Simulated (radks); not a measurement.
Results of a calculation; reference values are marked as such.
The scandium ion Sc2+ inside a hard spherical wall (all orbitals vanish at R), configuration held at [Ar] 3d1 and not refilled when levels cross. Code: a radial shooting solver on a logarithmic mesh with Libxc functionals. Model: scalar-relativistic Kohn-Sham, LDA (Slater exchange, VWN5 correlation), spin-unpolarised, spherical densities, point nucleus. Eigenvalues in eV, with the zero of energy where the potential of the charges vanishes at infinity; a dash marks a level that is unbound or too diffuse for the functional's potential to be trusted. A positive occupied level is held by the wall or, in an anion where self-interaction has pushed it up, behind a barrier. The pressure on the wall is -dE/dV.

R (bohr)	E (hartree)	kinetic (hartree)	e(2p)	e(3s)	e(3p)	e(3d)	e(4s, empty)	e(4p, empty)	pressure (GPa)
free	-761.59182	766.944	-403.58	-70.170	-48.978	-18.133	-15.837	-11.613	0
15	-761.59182	766.944	-403.58	-70.170	-48.978	-18.133	-15.837	-11.613	< 0.0001
12	-761.59182	766.944	-403.58	-70.170	-48.978	-18.133	-15.837	-11.613	< 0.0001
8	-761.59181	766.944	-403.58	-70.168	-48.976	-18.131	-15.821	-11.532	0.000938
7	-761.59173	766.945	-403.57	-70.161	-48.969	-18.123	-15.757	-11.338	0.00784
3.5	-761.53470	767.320	-401.75	-68.826	-47.640	-16.025	-5.041	3.481	23.9
3	-761.40851	768.112	-399.31	-67.176	-45.881	-13.414	6.348	16.770	118
